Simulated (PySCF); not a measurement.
Compound: CH10N2Si2.
Bonds: N1–Si2, Si2–N3, Si2–C4, C4–Si5. Hydrogens: H6, H7 on N1; H8 on Si2; H9, H10 on N3; H11, H12 on C4; H13, H14, H15 on Si5.

Computed with PySCF at PBE0/def2-SVPD, non-relativistic, on one gas-phase PBE0-D3(BJ)/def2-SVP geometry that isn't relaxed in the solvent. The solvent is an IEF-PCM continuum (cavity from Bondi-type radii × 1.2). The model holds no explicit solvent molecules, cavitation or dispersion.

Gas phase at PBE0/def2-SVPD: HOMO -7.17 eV, LUMO 0.41 eV, dipole 1.21 D.

Q: What does the continuum do to the energy, the frontier levels and the dipole at PBE0/def2-SVPD in tetrahydrofuran?

A: 
| solvent | ε | E(solvent) − E(gas) (kcal/mol) | polarisation term (kcal/mol) | distortion of the solute (kcal/mol) | HOMO (eV) | LUMO (eV) | dipole (D) |
| --- | --- | --- | --- | --- | --- | --- | --- |
| tetrahydrofuran | 7.426 | -3.99 | -4.31 | 0.32 | -7.12 | 0.53 | 1.44 |

The polarisation term is half the interaction of the solute with the surface charges that it induces; the rest is the cost of distorting the solute's density. The sum is the electrostatic part of solvation alone.

Q: Which radius a makes the point-dipole formula ΔE = −[(ε − 1)/(2ε + 1)]·μ²/a³ give the value in tetrahydrofuran, with the gas-phase dipole?

A: μ = 0.474 au and |ΔE| = 0.00636 Eh give a = 1.29 Å; the farthest nucleus lies 3.55 Å from the centroid of the nuclei, so such a sphere wouldn't even hold the nuclei. The formula assumes a rigid point dipole at the centre of a sphere.

Q: How does the static polarisability (PBE0/def2-SVPD, frozen core, with the continuum's full static response) change?

A: 
```json
{"medium": "gas", "isotropic (au)": "84.5", "principal values (au)": "75.0, 79.5, 99.0", "⟨r²⟩ of the electrons (bohr²)": "939.4"}
{"medium": "tetrahydrofuran", "isotropic (au)": "108.5", "principal values (au)": "100.1, 103.6, 121.9", "⟨r²⟩ of the electrons (bohr²)": "939.4"}
```

The isotropic value in tetrahydrofuran is 1.28 times the gas-phase one; no cavity-field correction is applied. ⟨r²⟩ is taken about the centre of nuclear charge.

Conformer computed: `[NH2:1][SiH:2]([NH2:3])[CH2:4][SiH3:5]`: N1–Si2–C4–Si5 62°, H–N1–Si2–N3 54°, H–N1–Si2–N3 -159°, H–N3–Si2–N1 -153°, H–N3–Si2–N1 57°.
